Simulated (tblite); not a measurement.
Isomers of C4H8O3Si. Method: GFN2-xTB as coded in tblite; computed harmonic values from a numerical Hessian at the method's own geometry, unscaled. This tight-binding method is rough: wavenumbers can miss measured ones by several per cent, in bad cases by 10 to 20. Modes of hydrogen on silicon can be 10 to 20 % off. One conformer each.

Electronic energies: GFN2-xTB at the same geometries; isomer energies are rough at this level and their order can be wrong.

| SMILES | electronic energy, lowest = 0 (kcal/mol) |
| --- | --- |
| O=COC[SiH]1COC1 | 97.1 |
| C=C[SiH2]OCC(=O)O | 59.8 |
| C[Si@H]1OCCC(=O)O1 | 0.0 |
| C=C(OC)C(=O)O[SiH3] | 45.4 |
| COC[Si@H]1COC1=O | 104.2 |

How do GFN2-xTB zero-point energies change the relative energies?

```csv
SMILES,ZPE (kcal/mol),of it from modes above 1550 cm⁻¹,electronic (kcal/mol),"with ZPE, lowest = 0 (kcal/mol)",lowest mode (cm⁻¹),rings
C[Si@H]1OCCC(=O)O1,74.4,35.9,0.0,0.0,62,1
C=C(OC)C(=O)O[SiH3],69.5,36.6,45.4,40.6,47,0
C=C[SiH2]OCC(=O)O,70.7,37.7,59.8,56.1,16,0
O=COC[SiH]1COC1,73.0,35.0,97.1,95.8,50,1
COC[Si@H]1COC1=O,72.6,35.3,104.2,102.4,34,1
```

The zero-point energies span 4.9 kcal/mol, from `C=C(OC)C(=O)O[SiH3]` to `C[Si@H]1OCCC(=O)O1`. The order is unchanged.

What do entropy and thermal enthalpy add at 298.15 K and 1 bar (rigid rotor, harmonic oscillator, one conformer each)?

| SMILES | point group | symmetry number | S (cal/(mol K)) | H − H(0) (kcal/mol) | ZPE + H − H(0) − TS (kcal/mol) |
| --- | --- | --- | --- | --- | --- |
| C[Si@H]1OCCC(=O)O1 | C1 | 1 | 94.6 | 6.32 | 52.5 |
| C=C(OC)C(=O)O[SiH3] | Cs | 1 | 100.4 | 7.06 | 46.7 |
| O=COC[SiH]1COC1 | C1 | 1 | 94.4 | 6.30 | 51.2 |
| COC[Si@H]1COC1=O | C1 | 1 | 98.4 | 6.71 | 50.0 |

Not tabulated: `C=C[SiH2]OCC(=O)O` (lowest mode only 16 cm⁻¹).
